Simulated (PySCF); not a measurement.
Input file for PySCF: R-HF/STO-3G on C4H8 (a complex).

```python
from pyscf import gto, scf, dft, mp
from pyscf.data.elements import chemcore

mol = gto.M(
    atom='''
    H    -0.39781017   -0.77197386   -0.13853253
    H    -0.31462272   -0.32971041    0.45481437
    C     0.91779061    1.52700662    2.64923004
    C     0.00832550    0.81746709    3.31957161
    C     0.13709959   -0.59626949    3.62237678
    C    -0.77618602   -1.30658861    4.28613417
    H     1.83173446    1.07162328    2.28564474
    H     0.77880817    2.57963964    2.44348298
    H    -0.89785330    1.30453491    3.66925797
    H     1.04292955   -1.08368860    3.27250714
    H    -0.63987606   -2.36027221    4.48832659
    H    -1.69093295   -0.85097976    4.64746115
    ''',
    basis='sto-3g',
    charge=0, spin=0, verbose=3, max_memory=1800)
mf = scf.RHF(mol)
mf.conv_tol = 1e-8
mf.max_cycle = 100
mf.kernel()
if not mf.converged:
    mf = mf.newton().run(mf.mo_coeff, mf.mo_occ)
```

The log:

```
converged SCF energy = -154.134479785287
```

The calculation finished and met its thresholds.

Cost: roughly 0.22 core-seconds.
